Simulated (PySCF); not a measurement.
## [AsF3]+, doublet: structure and spectrum

Level of theory: PySCF, UPBE0, basis As def2-TZVP, F def2-TZVP (no relativity, density fitting).

The structure is a minimum.

```xyz
4
charge 1 multiplicity 2, angstrom
As    0.0000    0.0000    0.2667
F     1.5351    0.0000   -0.3532
F    -0.7675    1.3294   -0.3532
F    -0.7675   -1.3294   -0.3532
```

| Quantity | Value |
| --- | --- |
| Point group | C3v |
| Bond lengths | As–F 1.655 Å (×3) |
| Bond angles | F–As–F 106.8° (×3) |
| Enthalpy at 298.15 K above 0 K | 14.29 kJ/mol |
| Heat capacity Cp at 298.15 K | 63.2 J/(mol K) |
| Lowest empty level (β) | -13.93 eV |
| Rotational constants | 0.2118, 0.2118, 0.1255 cm⁻¹ |
| Principal polarisabilities | 18.4, 25.0, 25.0 bohr³ |
| Principal quadrupole moments (Buckingham, traceless) about the centre of mass | -0.95, -0.94, 1.89 D Å |
| Dipole moment about the centre of mass | 2.01 D |
| Zero-point energy | 19.2 kJ/mol |
| Highest occupied level (α) | -17.85 eV |
| Rotational symmetry number | 3 |
| Spin squared ⟨S²⟩ | 0.754 |
| Entropy at 298.15 K and 1 bar (electronic part: spin only) | 295.5 J/(mol K) |

Harmonic modes (masses in u: As 74.922, F 18.998):
```tsv
symmetry	ω (cm⁻¹)	IR (km/mol, summed over degenerate members)	μ (u)	type
e	239	20.2	20.70	bend
a1	289	27.9	25.20	bend
a1	781	12.6	20.57	stretch
e	828	155	23.45	stretch
```

In C3v the vibrations span 2e + 2a1.

Charges (e):
```tsv
atom	Mulliken	Löwdin	polar tensor	spin (Mulliken)	Mayer order to As1
As1	1.39	0.92	2.04	0.60	–
F2,3,4	-0.13	0.03	-0.35	0.13	1.22
```

Mulliken populations on As1: s 7.42, p 13.58, d 10.47, f 0.15.

Outer orbital energies (eV). α occupied: -23.26, -22.18, -21.11, -21.11, -20.54, -20.54, -20.26, -17.85; empty: -7.55, -7.55, -7.31, -0.33. β occupied: -22.64, -22.64, -21.66, -20.73, -20.73, -20.36, -20.36, -20.13; empty: -13.93, -6.95, -6.65, -6.65.

This need not be the most stable arrangement of these atoms.

The final relaxation and frequency run took 54 s on 4 threads of a shared Arm Neoverse V1 host, with 141 basis functions and 10 gradients; the process peaked at 1.5 GiB. Launch command: `OMP_NUM_THREADS=4 python axn.py task.json out`.
